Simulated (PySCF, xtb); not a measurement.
CH₃Se, SMILES [Se]C (connectivity only; charge and spin as stated), charge -1, multiplicity 1. Atoms are numbered in the order given.

```xyz
5

C      0.0000     0.0000    -1.5323
Se     0.0000     0.0000     0.4398
H     -0.8857     0.5114    -1.9201
H      0.0000    -1.0228    -1.9201
H      0.8857     0.5114    -1.9201
```
Charge -1, spin multiplicity 1.

The structure is a stationary point at ωB97X-D3(BJ)/def2-TZVPD. The spin state was assumed, not searched. The isomer is the one that the SMILES or the coordinates give; other isomers of the formula were not compared.

Computed with C-PCM-ωB97X/def2-SVPD (PySCF 2.14.0).

The values are the electrostatic part of the solvation free energy, E(continuum) − E(gas) at the gas-phase geometry, in a cavity of scaled van der Waals radii (PySCF's table); cavitation and dispersion terms are not included. In vacuum the orbital gap is 7.86 eV.

```json
[
 {"solvent": "water", "ε": "78.36", "ΔG(elec) (kcal/mol)": "-63.7", "gap (eV)": "9.40"},
 {"solvent": "2-propanol", "ε": "19.26", "ΔG(elec) (kcal/mol)": "-61.1", "gap (eV)": "9.35"},
 {"solvent": "tetrahydrofuran", "ε": "7.43", "ΔG(elec) (kcal/mol)": "…", "gap (eV)": "…"}
]
```

Task: What belongs in the gaps? (The exact figures need the calculation; the answer reports its results.)

Result: 
- tetrahydrofuran, ΔG(elec) (kcal/mol): -55.5
- tetrahydrofuran, gap (eV): 9.23

For comparison, GFN2-xTB/ALPB(water) (xtb, at the GFN2-xTB geometry, all terms of that model) gives -70.6 kcal/mol.
